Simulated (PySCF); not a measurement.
Isomers of C2H9B2N, one conformer each; single-point electronic energies without zero-point terms and without any empirical dispersion term.

Level: PBE0/pcSseg-1 in PySCF, non-relativistic, each on one gas-phase PBE0-D3(BJ)/def2-SVP geometry that isn't relaxed in the solvent. The solvent is an IEF-PCM continuum (cavity from Bondi-type radii × 1.2). Specific hydrogen bonds and non-electrostatic terms are outside this model.

```
   isomer  relative energy, gas (kcal/mol)  dipole (D)
`N(B)BCC`                              0.0        1.61
`BN(B)CC`                             16.6        1.61
```

Problem. How do the relative energies look in chloroform (ε = 4.711)?

Solution. 
```
   isomer  relative energy, solvent (kcal/mol)  E(solvent) − E(gas) (kcal/mol)  dipole in solvent (D)
`N(B)BCC`                                  0.0                            -1.3                   1.92
`BN(B)CC`                                 17.1                            -0.8                   1.90
```

The order is unchanged. Conformers: `[BH2:1][NH:2][BH:3][CH2:4][CH3:5]` with B1–N2–B3–C4 -179°, N2–B3–C4–C5 -1°; `[BH2:1][N:2]([BH2:3])[CH2:4][CH3:5]` with B1–N2–C4–C5 90°. `N(B)BCC` gains most from the continuum. The gains span 0.5 kcal/mol, the gas-phase energies 16.6 kcal/mol.
